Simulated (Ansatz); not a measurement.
Compare A (`OC1[SiH2]C1(F)F`) with its isomer B (`C[Si](F)(F)C=O`).

Calculated with Ansatz (gas phase, PBE0-D4/def2-TZVP geometries, no zero-point term in ΔE). CCSD(T)/CBS adds triple-zeta CCSD(T) − MP2 to the extrapolated MP2 energy (def2 sets, frozen cores). Functionals use def2-TZVPP. B3LYP here is the variant with VWN-RPA as its local correlation; programs differ in this. Each species was taken in one conformer, which may not be the lowest.

(1) Which isomer does CCSD(T)/CBS put lower? Give the gap. (An estimate is asked.)

(2) Give E(B) − E(A) in kcal/mol with ωB97M-V, B3LYP, CCSD(T)/def2-TZVPP, HF/def2-TZVPP, r2SCAN-D4, B2PLYP, PBE-D4. (Estimate.)

Largest T1 diagnostic: 0.013.

Results:

(1) Computed: B, by 138.5 kcal/mol.

(2) Computed: ωB97M-V -134.2, B3LYP -135.7, CCSD(T)/def2-TZVPP -137.8, HF/def2-TZVPP -147.4, r2SCAN-D4 -132.0, B2PLYP -138.9, PBE-D4 -124.5. None reverses the order clearly.

In def2-TZVPP, CCSD(T) changes the Hartree–Fock value by +9.6 kcal/mol (the triples alone add +1.6 kcal/mol) and MP2 by +5.9 kcal/mol. From PBE to PBE0 (25 % exact exchange), in def2-TZVPP and without D4, E(B) − E(A) moves by −3.5 kcal/mol.
